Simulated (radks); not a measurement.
Valence configurations of the vanadium ion V3+ (all share [Ar]). Method: non-relativistic Kohn-Sham, PBE, spin-polarised, spherical densities, point nucleus; open shells are filled with parallel spins first; computed with a radial shooting solver on a logarithmic mesh with Libxc functionals. Energies are relative to 3d2; eigenvalues in eV for spin up.

valence	E (eV)	moment (Bohr magnetons)	e(3d)	e(4p)	e(4s)
3d2	0.000	2	-38.072	-	-
3d1.5 4s0.5	5.463	2	-41.272	-	-29.438
3d1.5 4p0.5	8.444	2	-41.729	-23.735	-
3d1 4s1	11.834	2	-44.587	-	-30.929
3d1 4s0.5 4p0.5	14.913	2	-45.031	-25.015	-31.173
3d1 4p1	17.990	2	-45.471	-25.269	-
4s2	28.657	0	-	-	-32.821
4p2	40.552	2	-	-28.120	-

NIST lists [Ar] 3d2 as the ground configuration; this level of theory agrees among the configurations tried. The energies are those of spherical high-spin densities, not of single terms.
